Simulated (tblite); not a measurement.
Species: C5H15P2 (charge +1).
Atom-mapped SMILES: `[CH3:1][P@H+:2]([PH2:3])[C:4]([CH3:5])([CH3:6])[CH3:7]` (hydrogens: H8, H9, H10 on C1; H11 on P2; H12, H13 on P3; H14, H15, H16 on C5; H17, H18, H19 on C6; H20, H21, H22 on C7)

Computed with GFN2-xTB (tblite), gas phase: L-BFGS steps from a force-field or distance-geometry start until the largest atomic force falls under 0.01 eV/Å.

Step 0: E = -625.3971 eV
```
atom  x, y, z in Å  |  force x, y, z in eV/Å
C1      1.0206   -1.9364   -0.7998   -0.251  -0.449  -0.455
P2      0.7555   -0.1613   -0.9891    0.836   0.362   0.622
P3      2.6126    0.7305   -0.2895    0.015   0.350   0.356
C4     -0.6079    0.2844    0.1649   -1.421   0.373   0.900
C5     -0.3378   -0.1456    1.6311    0.655   0.122  -0.560
C6     -1.9084   -0.4022   -0.3091    0.224  -0.335  -0.105
C7     -0.8306    1.8030    0.1250    0.228   0.319   0.116
H8      1.8357   -2.2541   -1.4450    0.120  -0.075  -0.056
H9      0.1198   -2.4858   -1.0940    0.101   0.043  -0.015
H10     1.2615   -2.2083    0.2326    0.035   0.308  -0.120
H11     0.4794    0.2148   -2.3101   -0.314  -0.372   0.263
H12     2.3403    2.0625   -0.6927   -0.011  -0.461  -0.070
H13     3.4093    0.4176   -1.3976   -0.273   0.006  -0.110
H14    -1.1584    0.1469    2.2797   -0.053   0.064  -0.206
H15    -0.2188   -1.2194    1.7093   -0.070  -0.155   0.025
H16     0.5728    0.3203    2.0236   -0.115  -0.001  -0.117
H17    -2.1074   -0.1441   -1.3489   -0.128   0.036   0.016
H18    -1.8270   -1.4970   -0.2454   -0.077   0.344   0.060
H19    -2.7662   -0.0917    0.3017    0.389  -0.055  -0.200
H20     0.0440    2.3433    0.5182   -0.239  -0.177  -0.054
H21    -1.7018    2.1034    0.7330    0.427  -0.272  -0.314
H22    -0.9980    2.1386   -0.8994   -0.077   0.024   0.025
```

Step 1: E = -625.4771 eV
```
atom  x, y, z in Å  |  force x, y, z in eV/Å
C1      1.0171   -1.9428   -0.8063    0.022  -0.110  -0.206
P2      0.7675   -0.1561   -0.9802    0.342   0.217   0.554
P3      2.6128    0.7355   -0.2844    0.199   0.222   0.350
C4     -0.6282    0.2898    0.1778   -0.587   0.246   0.359
C5     -0.3284   -0.1438    1.6231    0.036  -0.010  -0.142
C6     -1.9052   -0.4070   -0.3106    0.012  -0.007  -0.084
C7     -0.8273    1.8075    0.1266   -0.004   0.103  -0.052
H8      1.8374   -2.2552   -1.4458    0.116  -0.099  -0.085
H9      0.1213   -2.4852   -1.0942   -0.100  -0.063  -0.097
H10     1.2620   -2.2039    0.2309    0.011   0.266  -0.193
H11     0.4750    0.2095   -2.3063   -0.244  -0.358   0.336
H12     2.3401    2.0560   -0.6937   -0.051  -0.309  -0.102
H13     3.4054    0.4177   -1.3992   -0.293   0.016  -0.040
H14    -1.1592    0.1478    2.2767    0.177  -0.017  -0.291
H15    -0.2198   -1.2216    1.7097   -0.044  -0.047  -0.030
H16     0.5712    0.3203    2.0219    0.076   0.091  -0.097
H17    -2.1093   -0.1436   -1.3487   -0.083   0.021   0.023
H18    -1.8281   -1.4921   -0.2446   -0.020   0.072   0.067
H19    -2.7606   -0.0925    0.2988    0.272  -0.072  -0.173
H20     0.0406    2.3407    0.5174   -0.019  -0.060   0.038
H21    -1.6957    2.0995    0.7285    0.233  -0.115  -0.172
H22    -0.9991    2.1389   -0.8990   -0.051   0.016   0.036
```

Step 2: E = -625.5274 eV
```
atom  x, y, z in Å  |  force x, y, z in eV/Å
C1      1.0165   -1.9478   -0.8138    0.095   0.148  -0.073
P2      0.7804   -0.1487   -0.9626   -0.096   0.013   0.347
P3      2.6182    0.7430   -0.2734    0.339   0.049   0.319
C4     -0.6503    0.2980    0.1914    0.199   0.025  -0.150
C5     -0.3245   -0.1435    1.6168   -0.118  -0.050   0.112
C6     -1.9039   -0.4087   -0.3134   -0.030   0.103  -0.075
C7     -0.8264    1.8117    0.1258   -0.031  -0.036  -0.097
H8      1.8411   -2.2582   -1.4483    0.092  -0.095  -0.101
H9      0.1191   -2.4866   -1.0969   -0.115  -0.048  -0.120
H10     1.2625   -2.1954    0.2252    0.018   0.166  -0.161
H11     0.4670    0.1983   -2.2962   -0.150  -0.316   0.429
H12     2.3387    2.0456   -0.6968   -0.092  -0.100  -0.133
H13     3.3964    0.4181   -1.4007   -0.291   0.017   0.030
H14    -1.1547    0.1476    2.2680    0.132  -0.014  -0.141
H15    -0.2212   -1.2235    1.7090   -0.023   0.023  -0.082
H16     0.5727    0.3227    2.0188    0.085   0.083  -0.132
H17    -2.1121   -0.1429   -1.3480   -0.049   0.024  -0.036
H18    -1.8289   -1.4886   -0.2425    0.031  -0.077   0.055
H19    -2.7516   -0.0947    0.2933   -0.002  -0.028  -0.048
H20     0.0390    2.3383    0.5182    0.100   0.004   0.071
H21    -1.6875    2.0952    0.7225   -0.056   0.079   0.022
H22    -1.0008    2.1394   -0.8979   -0.036   0.031  -0.036
```

Step 3: E = -625.5502 eV
```
atom  x, y, z in Å  |  force x, y, z in eV/Å
C1      1.0173   -1.9479   -0.8191    0.066   0.167  -0.049
P2      0.7852   -0.1450   -0.9486   -0.160  -0.074   0.209
P3      2.6264    0.7474   -0.2628    0.292  -0.021   0.256
C4     -0.6578    0.3021    0.1956    0.438  -0.100  -0.282
C5     -0.3232   -0.1440    1.6151   -0.108  -0.027   0.109
C6     -1.9032   -0.4084   -0.3160   -0.020   0.083  -0.040
C7     -0.8259    1.8133    0.1241   -0.031  -0.039  -0.054
H8      1.8443   -2.2611   -1.4512    0.042  -0.057  -0.084
H9      0.1166   -2.4878   -1.1000   -0.037   0.014  -0.103
H10     1.2631   -2.1887    0.2200    0.029   0.094  -0.116
H11     0.4607    0.1876   -2.2840   -0.104  -0.262   0.438
H12     2.3365    2.0391   -0.7005   -0.098  -0.016  -0.124
H13     3.3872    0.4186   -1.4010   -0.260   0.004   0.048
H14    -1.1511    0.1475    2.2621    0.042   0.010  -0.010
H15    -0.2224   -1.2242    1.7073   -0.008   0.029  -0.092
H16     0.5743    0.3250    2.0149    0.072   0.060  -0.136
H17    -2.1143   -0.1421   -1.3484   -0.032   0.023  -0.076
H18    -1.8288   -1.4878   -0.2407    0.048  -0.082   0.033
H19    -2.7477   -0.0960    0.2901   -0.118   0.002   0.009
H20     0.0397    2.3371    0.5195    0.107   0.015   0.055
H21    -1.6848    2.0946    0.7201   -0.138   0.139   0.075
H22    -1.0022    2.1403   -0.8983   -0.021   0.038  -0.068
```

**Question.** Estimate the geometry and energy of step 4. (The exact step hangs on the optimiser's Hessian estimate; all steps are aligned on step 3, rigid shifts and turns removed.)

**Answer.** E = -625.5824 eV, largest force 0.625 eV/Å
```
atom  x, y, z in Å  |  force x, y, z in eV/Å
C1      1.0188   -1.9457   -0.8290    0.030   0.102   0.001
P2      0.7907   -0.1411   -0.9230   -0.072  -0.161   0.004
P3      2.6444    0.7536   -0.2411    0.086  -0.065   0.091
C4     -0.6611    0.3059    0.1970    0.504  -0.196  -0.313
C5     -0.3218   -0.1446    1.6133   -0.049   0.022   0.034
C6     -1.9020   -0.4074   -0.3206   -0.003   0.031   0.013
C7     -0.8252    1.8159    0.1212   -0.024  -0.023   0.018
H8      1.8499   -2.2666   -1.4573   -0.054   0.029  -0.047
H9      0.1133   -2.4885   -1.1067    0.090   0.111  -0.070
H10     1.2649   -2.1765    0.2100    0.045  -0.034  -0.039
H11     0.4486    0.1655   -2.2555   -0.051  -0.136   0.369
H12     2.3309    2.0286   -0.7088   -0.082   0.043  -0.067
H13     3.3673    0.4193   -1.4005   -0.181  -0.032   0.059
H14    -1.1460    0.1480    2.2539   -0.089   0.051   0.165
H15    -0.2243   -1.2250    1.7027    0.019   0.026  -0.086
H16     0.5779    0.3294    2.0058    0.043   0.011  -0.117
H17    -2.1185   -0.1403   -1.3512    0.002   0.005  -0.090
H18    -1.8277   -1.4876   -0.2372    0.059  -0.042  -0.014
H19    -2.7446   -0.0978    0.2856   -0.194   0.037   0.055
H20     0.0423    2.3352    0.5225    0.065   0.018   0.006
H21    -1.6833    2.0965    0.7178   -0.158   0.162   0.089
H22    -1.0049    2.1425   -0.9005    0.013   0.040  -0.062
```

The energy changes by -0.0322 eV. The first-order estimate −F·Δx gives -0.0474 eV and the mean of the old and new forces, exact on a quadratic surface, -0.0322 eV. The step makes an angle of 48° with the force vector and moves no atom by more than 0.038 Å.

The cost below is that of the whole relaxation. Time: 1.2 s. Hardware: Arm Neoverse N1, one thread, shared host with 64 logical CPUs at a one-minute load of 43.
